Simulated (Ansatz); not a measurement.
Mulliken charges of `N[SiH]1N=C1F` from B3LYP/def2-TZVPP in Ansatz (PBE0-D4/def2-TZVP geometry).

```json
{"atom": "N1", "x (Å)": "-1.434", "y (Å)": "-0.283", "z (Å)": "-0.261", "charge (e)": "-0.406"}
{"atom": "Si2", "x (Å)": "0.221", "y (Å)": "-0.481", "z (Å)": "-0.033", "charge (e)": "0.403"}
{"atom": "N3", "x (Å)": "1.403", "y (Å)": "0.596", "z (Å)": "-0.800", "charge (e)": "-0.247"}
{"atom": "C4", "x (Å)": "1.345", "y (Å)": "0.787", "z (Å)": "0.456", "charge (e)": "0.159"}
{"atom": "F5", "x (Å)": "2.014", "y (Å)": "1.698", "z (Å)": "1.142", "charge (e)": "-0.166"}
{"atom": "H6", "x (Å)": "-1.886", "y (Å)": "0.608", "z (Å)": "-0.378", "charge (e)": "0.160"}
{"atom": "H7", "x (Å)": "-2.067", "y (Å)": "-1.062", "z (Å)": "-0.301", "charge (e)": "0.157"}
{"atom": "H8", "x (Å)": "0.497", "y (Å)": "-1.920", "z (Å)": "0.118", "charge (e)": "-0.061"}
```

By hand: the dipole of these point charges (1 e Å = 4.8032 D).

Σ q r = (-0.452, -0.335, 0.058) e Å, of length 0.566 e Å = 2.72 D.

How does the dipole of the full density compare? (Best estimate.)

The calculation gave: (-0.772, -0.417, 0.101) e Å, 4.24 D; the point charges give 0.64 times that, at 8° from its direction.

Point charges leave out the atoms' own dipoles, such as those of lone pairs, and Mulliken's split depends on the basis, so the two needn't agree.

B3LYP here is the variant with VWN-RPA as its local correlation; programs differ in this.
